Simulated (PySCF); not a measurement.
# CuHCl, doublet: data card

Level of theory: UPBE0/[Cu def2-TZVP, H def2-TZVP, Cl def2-TZVP], no relativity, density fitting, PySCF.

The structure is a minimum.

Z-matrix (Å, degrees; charge 0 multiplicity 2):
```
Cu
H  1 1.4902
Cl 1 2.0917 2 136.61
```

| Item | Value |
| --- | --- |
| Point group | Cs |
| Bond lengths | Cu–Cl 2.092 Å, Cu–H 1.490 Å |
| Bond angles | Cl–Cu–H 136.6° |
| Atomisation energy without zero-point energy | 483 kJ/mol |
| Lowest empty level (β) | -5.03 eV |
| Rotational constants | 16.68, 0.1657, 0.1641 cm⁻¹ |
| Zero-point energy | 15.3 kJ/mol |
| Entropy at 298.15 K and 1 bar (electronic part: spin only) | 269.3 J/(mol K) |
| Spin squared ⟨S²⟩ | 0.754 |
| Highest occupied level (β) | -8.43 eV |
| Heat capacity Cp at 298.15 K | 46.6 J/(mol K) |
| Enthalpy at 298.15 K above 0 K | 11.88 kJ/mol |
| Dipole moment | 2.92 D |
| Rotational symmetry number | 1 |
| Principal polarisabilities | 25.4, 28.9, 72.0 bohr³ |
| Principal quadrupole moments (Buckingham, traceless) about the centre of mass | -3.27, 0.87, 2.40 D Å |

Harmonic modes (masses in u: Cu 62.930, H 1.008, Cl 34.969):
| symmetry | ω (cm⁻¹) | IR (km/mol) |
| --- | --- | --- |
| a' | 283 | 22.3 |
| a' | 403 | 40.7 |
| a' | 1865 | 15.7 |

Charges (e):
```
atom  Mulliken  Löwdin  polar tensor  spin (Mulliken)  Mayer order to Cu1
 Cu1      0.40    0.08          0.68             0.55                   –
  H2     -0.04   -0.07         -0.17             0.26                0.87
 Cl3     -0.36   -0.01         -0.51             0.19                1.01
```

Mulliken populations on Cu1: s 6.70, p 12.35, d 9.55, f 0.00.

This need not be the most stable arrangement of these atoms. With open d or f shells other occupations or spin states may lie lower.

The final relaxation and frequency run took 55 s on 2 threads of a shared Arm Neoverse V1 host, with 88 basis functions and 17 gradients; the process peaked at 0.84 GiB. Launch command: `OMP_NUM_THREADS=2 python axn.py task.json out`.
